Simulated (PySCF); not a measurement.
## SMILES C(=C)(Br)CC#CC(=O)O, C6H5BrO2

Geometry (Å), atoms numbered from 1 in this order:
```xyz
14

C     2.7190    0.8276    0.6058
C     1.8724   -0.1800    0.5187
Br    1.6568   -1.3927    1.9840
C     1.0035   -0.4972   -0.6645
C    -0.3942   -0.3381   -0.3276
C    -1.5339   -0.1967    0.0289
C    -2.9271   -0.0723    0.3627
O    -3.8303   -0.4786   -0.3193
O    -3.1003    0.5559    1.5324
H     3.3137    1.0020    1.4850
H     2.8453    1.5172   -0.2118
H     1.2520    0.1687   -1.4954
H     1.1677   -1.5325   -0.9823
H    -4.0455    0.6162    1.7414
```

Computed with GIAO B97-2/pcSseg-1 magnetisability, rotational g tensor and spin-rotation constants, non-relativistic, gas phase in PySCF 2.14.0. Geometry: GFN2-xTB.

The calculation is non-relativistic, which matters for the atoms heavier than Zn.

Task: Give the nuclear spin-rotation constants along the inertial axes (H = +C I·J) beside the isotropic shieldings.

Result: Rotational constants 2.0672, 0.4838, 0.4361 GHz. A star marks the isotopologue with that one atom substituted, in its own axes.
```csv
atom,isotope,Caa (kHz),Cbb (kHz),Ccc (kHz),mean (kHz),σ (ppm)
Br3,79Br,5.130,0.281,1.026,2.146,1942.8
H10,1H,-0.033,-0.031,-0.022,-0.029,26.1
H11,1H,-0.215,0.037,-0.044,-0.074,26.1
H12,1H,-0.230,0.019,-0.045,-0.086,28.4
H13,1H,-0.214,-0.052,0.016,-0.083,28.3
H14,1H,0.066,-0.043,-0.047,-0.008,25.6
C1,13C*,0.551,0.194,0.104,0.283,62.8
C2,13C*,0.622,0.221,0.119,0.320,35.8
C4,13C*,0.348,0.078,0.074,0.167,151.4
C5,13C*,0.253,0.140,0.152,0.182,95.5
C6,13C*,0.242,0.133,0.139,0.171,106.9
C7,13C*,0.724,0.166,0.151,0.347,31.5
O8,17O*,-1.029,-0.133,-0.202,-0.455,-107.4
O9,17O*,-0.685,-0.086,-0.071,-0.280,122.1
```
For the geometry as given, no vibrational averaging.
